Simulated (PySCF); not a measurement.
Si(H)(Cl)(Me)(NH2) (CH₆ClNSi), SMILES C[SiH](N)Cl.

Geometry optimised at B3LYP-D3(BJ)/def2-SVP. One conformer was computed; it need not be the lowest.

Calculation: B3LYP-D3(BJ)/def2-SVP (PySCF).

Frequencies are harmonic and unscaled.

Computed vibrational spectrum:
| mode | ν (cm⁻¹) | IR (km/mol) | moving atoms (share of kinetic energy) |
|---|---|---|---|
| 1 | 153 | 0.1 | H 96 % |
| 2 | 187 | 7.4 | H 40 %, C 27 %, Cl 17 %, Si 10 % |
| 3 | 210 | 7.1 | H 42 %, N 22 %, Cl 12 %, C 12 %, Si 11 % |
| 4 | 255 | 6.7 | H 40 %, Si 22 %, Cl 17 %, N 15 % |
| 5 | 296 | 21.7 | H 63 %, N 16 %, Si 15 % |
| 6 | 461 | 87.7 | H 56 %, N 25 %, Cl 13 % |
| 7 | 504 | 194.5 | Si 38 %, Cl 32 %, H 19 % |
| 8 | 641 | 13.9 | H 91 % |
| 9 | 699 | 34.9 | C 40 %, H 30 %, Si 24 % |
| 10 | 768 | 4.8 | H 78 %, C 14 % |
| 11 | 835 | 9.6 | H 58 %, N 23 %, C 10 %, Si 9 % |
| 12 | 880 | 185.1 | H 70 %, Si 16 % |
| 13 | 896 | 65.0 | H 59 %, N 18 %, Si 16 % |
| 14 | 928 | 186.2 | H 64 %, Si 22 %, N 12 % |
| 15 | 1276 | 27.2 | H 78 %, C 22 % |
| 16 | 1431 | 4.1 | H 96 % |
| 17 | 1434 | 2.9 | H 96 % |
| 18 | 1549 | 46.3 | H 90 %, N 10 % |
| 19 | 2256 | 127.1 | H 97 % |
| 20 | 3034 | 1.6 | H 97 % |
| 21 | 3125 | 4.1 | H 91 %, C 9 % |
| 22 | 3136 | 3.6 | H 91 %, C 9 % |
| 23 | 3557 | 26.6 | H 96 % |
| 24 | 3647 | 27.3 | H 91 %, N 9 % |
